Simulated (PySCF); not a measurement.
## Ionisation energy of Fe²⁵⁺ by level of theory

Fe²⁵⁺ 1s1 (2S) → Fe²⁶⁺ (bare nucleus), as a difference of total energies. Computed with PySCF 2.14 in an uncontracted even-tempered set (15 s from 26 bohr⁻², ratio 2.2; 7 p from 40 bohr⁻², ratio 2.4; 4 d from 120 bohr⁻², ratio 2.4; 3 f from 180 bohr⁻², ratio 2.4; 3 g from 270 bohr⁻², ratio 2.4), with no relativity, point nucleus. The calculations carry no spin-orbit coupling.

```tsv
method	ionisation energy (eV)
UHF	9197.4
LDA	9167.8
PBE	9193.0
PBE0	9194.1
r2SCAN	9197.4
revPBE	9196.2
B3LYP	9194.0
```

These non-relativistic numbers lack the scalar-relativistic shift.

For comparison: 9277.7 eV (theoretical estimate listed by NIST; NIST Atomic Spectra Database, ionization energies).
